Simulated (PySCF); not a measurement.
Species: ethyldimethoxyborane, C4H11BO2.
InChI=1S/C4H11BO2/c1-4-5(6-2)7-3/h4H2,1-3H3

Torsions of this conformer, `[CH3:1][CH2:2][B:3]([O:4][CH3:5])[O:6][CH3:7]`: C1–C2–B3–O4 180°, C2–B3–O4–C5 0°, C2–B3–O6–C7 180°.

The closed-shell ground state was solved at several levels (PySCF, density fitting, gas phase, non-relativistic). Isolated species at its GFN2-xTB geometry (one conformer only).

| level | basis functions | total energy (Eh) | HOMO (eV) | LUMO (eV) | gap (eV) | dipole (D) |
| --- | --- | --- | --- | --- | --- | --- |
| B3LYP/pcJ-1 | 299 | -334.4667 | -7.81 | 1.16 | 8.97 | 1.52 |
| CAM-B3LYP/def2-SVPD | 234 | -334.0527 | -9.60 | 0.94 | 10.54 | 1.39 |

Q: Estimate the row for PBE0/pcSseg-1, a basis of 174 functions; the other rows only guide the guess.

A: Total energy -334.0065 Eh, HOMO -8.06 eV, LUMO 1.47 eV, gap 9.53 eV, dipole 1.51 D.

Q: Over all these levels, which gives the widest orbital gap and which the narrowest?

A: CAM-B3LYP/def2-SVPD (range-separated hybrid) has the widest, 10.54 eV, and B3LYP/pcJ-1 (global hybrid, 20 % exact exchange) the narrowest, 8.97 eV. Functional and basis both differ between the two, so the spread mixes both effects.

Q: How far do the dipole and the HOMO energy spread over the levels?

A: The dipole runs from 1.39 to 1.52 D (mean 1.47 D) and the HOMO from -9.60 to -7.81 eV.
